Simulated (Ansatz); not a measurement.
System: SiS, net charge 1, doublet state. 
Coordinates optimised at B3LYP-D3(BJ)/def2-TZVP (Ansatz, a quantum-chemistry and plane-wave program):
```xyz
2

Si     0.0000     0.0000    -1.1108
S      0.0000     0.0000     0.9719
```
Charge +1, spin multiplicity 2.

Basis-set convergence of Hartree-Fock and CCSD correlation energies (hartree) with Ansatz. Cores are frozen in the correlated levels unless marked. Open shells are spin-unrestricted. No spin-orbit coupling. No relativistic terms.

```json
[
 {"basis": "def2-SVP", "functions": "36", "E(HF)": "-685.92365", "E(corr, CCSD)": "-0.19199"},
 {"basis": "def2-TZVPP", "functions": "84", "E(HF)": "-686.16508", "E(corr, CCSD)": "-0.24038"},
 {"basis": "def2-QZVPP", "functions": "140", "E(HF)": "-686.18439", "E(corr, CCSD)": "-0.25536"}
]
```

Extrapolating the two largest sets (X = 3 and 4) as X^-3: E(corr) = (64·(-0.25536) - 27·(-0.24038))/37 = -0.2663 Eh, an estimate of the basis-set limit. The largest set recovers 95.9 % of it, the smallest 72.1 %.
